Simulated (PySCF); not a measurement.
Compound: C2H14N2Si4.
SMILES: `N1[SiH2]CC[Si@H]1N([SiH3])[SiH3]`

Computed with TDDFT CAM-B3LYP/def2-SVPD, vertical, gas phase, core orbitals frozen in the response (PySCF). Isolated species at its PBE0-D3(BJ)/def2-SVP geometry (one conformer only).

```
state  λ (nm)  E (eV)       f   main configurations (H = HOMO, L = LUMO)
   S1   192.2    6.45  0.0042       H→L (52%), H→L+1 (26%), H-1→L+1 (9%)
   S2   188.1    6.59  0.0093      H-1→L (23%), H→L+2 (22%), H→L+1 (20%)
   S3   177.0    7.00   0.016    H→L+4 (23%), H-1→L+2 (21%), H→L+1 (17%)
   S4   176.5    7.02   0.013                    H→L+2 (49%), H→L+4 (8%)
   S5   171.2    7.24   0.024                  H→L+3 (49%), H-1→L+1 (9%)
   S6   167.7    7.39  0.0059                   H→L+4 (30%), H-1→L (25%)
   S7   165.3    7.50   0.031                              H-1→L+1 (50%)
   S8   162.5    7.63  0.0071    H→L+7 (25%), H→L+5 (18%), H-1→L+4 (10%)
   S9   161.4    7.68  0.0070  H-1→L+2 (26%), H-1→L+4 (20%), H→L+4 (17%)
  S10   159.3    7.78  0.0015                   H→L+5 (27%), H→L+7 (15%)
```

Triplets (Tamm–Dancoff): T1 6.16 eV, H→L (39%), H→L+1 (33%), H-1→L+1 (11%); T2 6.27 eV, H-1→L (22%), H→L+2 (22%), H→L+1 (14%); T3 6.74 eV, H→L+4 (37%), H-1→L+2 (14%), H-1→L (12%); T4 6.85 eV, H→L+2 (32%), H→L+1 (16%), H→L (13%).

The lowest singlet lies at 6.45 eV (192 nm, vacuum ultraviolet) and is very weak; its leading configuration is HOMO→LUMO (52%). The most intense listed level is S7 at 7.50 eV (165 nm, f = 0.031), 1.05 eV above S1. Löwdin shares by element: HOMO nitrogen 45%, carbon 8% or more, silicon 8% or more (atoms not listed hold the other 38%); LUMO silicon 51% (atoms not listed hold the other 49%). Weighted by f, the mean energy of these states is 7.24 eV. The oscillator strengths of these states sum to 0.119; summed over the whole spectrum of an exact calculation they would give the number of electrons, 96 (Thomas–Reiche–Kuhn). Orbital energies (eV): HOMO-3 -10.34, HOMO-2 -9.84, HOMO-1 -9.02, HOMO -8.54, LUMO 0.95, LUMO+1 1.11, LUMO+2 1.23. All these states lie below the vertical ionisation energy of 9.02 eV (ΔSCF). Only the lowest 10 singlets were computed, as vertical energies without vibronic structure.
